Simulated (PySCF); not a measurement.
## `C=C1C[C@@H](C)[Si@H]1Br`, C5H9BrSi

Geometry:
```tsv
atom	x (Å)	y (Å)	z (Å)
C1	2.280	-1.344	-0.078
C2	1.187	-0.616	-0.221
C3	-0.262	-1.049	-0.170
C4	-0.953	0.313	-0.427
C5	-1.904	0.746	0.679
Si6	0.751	1.190	-0.545
Br7	1.179	2.581	1.141
H8	2.236	-2.407	0.107
H9	3.265	-0.912	-0.132
H10	-0.494	-1.798	-0.929
H11	-0.525	-1.466	0.804
H12	-1.499	0.304	-1.373
H13	-2.302	1.739	0.477
H14	-2.741	0.053	0.757
H15	-1.395	0.775	1.641
H16	1.171	1.900	-1.741
```

Method: TDDFT LC-wPBE/aug-cc-pVDZ circular dichroism and optical rotation, one conformer, gas phase (PySCF 2.14.0). Geometry: GFN2-xTB.

The calculation is non-relativistic, which matters for the atoms heavier than Zn.

What are the CIP labels of the stereocentres?

C4 R, Si6 R.

List the lowest 8 singlet excitations with oscillator and rotatory strengths.

Rotatory strengths R in 10⁻⁴⁰ esu² cm², velocity form and length form (origin at the centre of mass); f in length form.
```tsv
state	E (eV)	λ (nm)	f	R (velocity)	R (length)	main
1	5.84	212	0.006	-30.6	-31.6	HOMO−2→LUMO+2 0.14, HOMO−2→LUMO+1 0.09
2	6.41	194	0.016	-3.9	-3.2	HOMO−1→LUMO+2 0.23, HOMO−1→LUMO+1 0.15
3	6.51	190	0.352	-16.4	-17.6	HOMO→LUMO+2 0.27, HOMO→LUMO+1 0.16
4	7.26	171	0.018	+4.8	+4.4	mixed
5	7.36	168	0.019	-60.9	-59.4	HOMO−1→LUMO 0.10
6	7.40	167	0.010	-10.8	-10.6	HOMO→LUMO+1 0.27, HOMO→LUMO 0.10
7	7.43	167	0.030	+52.6	+53.6	mixed
8	7.59	163	0.030	+67.5	+66.2	mixed
```

Among the states computed, the strongest CD band (largest |R|) is state 8. The largest dissymmetry factor in size, g = 4R/(D+G), with D and G the electric and magnetic dipole strengths, is -0.044 for state 1 (velocity form, f = 0.006), among bands with |R| over 0.5. The mirror image has the same energies and oscillator strengths and all R with the opposite sign.
